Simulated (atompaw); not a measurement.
**What one change does to a pseudopotential (bismuth, PAW (atompaw))**

bismuth (Bi), PAW, made with atompaw 4.2.0.5 (PBE, scalar-relativistic). Core [Xe] 4f14, reference 5d10 6s2 6p3. Waves: 6s (bound): rc 2.10 bohr; 6s channel at 0.6 Ry: rc 1.95 bohr; 6p (bound): rc 2.10 bohr; 6p channel at 0.75 Ry: rc 2.10 bohr; 5d (bound): rc 2.10 bohr; 5d channel at -0.5 Ry: rc 2.10 bohr. Local part: bessel scheme, radius 1.70 bohr. Core correction: smooth core density matched at 1.30 bohr. Augmentation charge: besselshape compensation charge, radius 1.60 bohr; PAW radius 2.10 bohr; waves and projectors: custom polynom gramschmidtortho.

Change: local potential bessel scheme, radius 1.78 bohr.

Cutoffs: the cutoffs (Ry, on a coarse ladder) from which the occupation-weighted sum of valence levels, in a spherical-Bessel basis at the reference potential, stays within 10 and 1 mRy of its value at 400 Ry; they do not see the model core or the augmentation charge, which bear on the density cutoff.

Question: What does the change do?

Answer: The potential gets neither clearly harder nor softer (35 Ry and 55 Ry → 35 Ry and 55 Ry); both files keep a bound ghost (p); the range in which the d phases agree narrows (upper end at the end of the scan → 2.9).

| quantity | base | changed |
| --- | --- | --- |
| cutoff, loose | 35 Ry | 35 Ry |
| cutoff, tight | 55 Ry | 55 Ry |
| bound ghosts | p | p |
| s: phases at 2.10 bohr within 0.05 rad from the reference energy up to (Ry; the scan ends near 5) | to the end of the scan | to the end of the scan |
| p: phases at 2.10 bohr within 0.05 rad from the reference energy up to (Ry; the scan ends near 5) | to the end of the scan | n/a |
| d: phases at 2.10 bohr within 0.05 rad from the reference energy up to (Ry; the scan ends near 5) | to the end of the scan | 2.9 |
| lowest overlap eigenvalue by channel | s 0.73, p 0.43, d 0.92 | s 0.72, p 0.43, d 0.93 |

 A true bound ghost makes a file unfit for plane-wave use even where its test errors are small: the radial tests pick states by their node count and pass the ghost by. The cutoffs see the waves, projectors and local potential, not the compensation charge or the core.
